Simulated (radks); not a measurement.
Task: Species: Xe I. Configuration: [Xe] (the NIST ground configuration). Calculated with a radial shooting solver on a logarithmic mesh with Libxc functionals: scalar-relativistic Kohn-Sham, OLYP, spin-polarised, spherical densities, point nucleus. Some entries of the table are withheld. Estimate them.

orbital,occ.,eigenvalue (hartree),<r> (bohr)
1s,2,-1263.090,0.02666
2s,2,-196.7387,(1)
2p,6,(2),0.1003
3s,2,-40.26973,0.3063
3p,6,-33.75168,0.3042
3d,10,-24.10022,(3)
4s,2,(4),0.7162
4p,6,(5),(6)
4d,10,-2.19647,0.8745
5s,2,-0.72254,1.858
5p,6,-0.29846,2.305

Result: 
(1) 2s <r> (bohr): 0.1146
(2) 2p eigenvalue (hartree): -176.5562
(3) 3d <r> (bohr): 0.2806
(4) 4s eigenvalue (hartree): -7.27324
(5) 4p eigenvalue (hartree): -5.20764
(6) 4p <r> (bohr): 0.7640
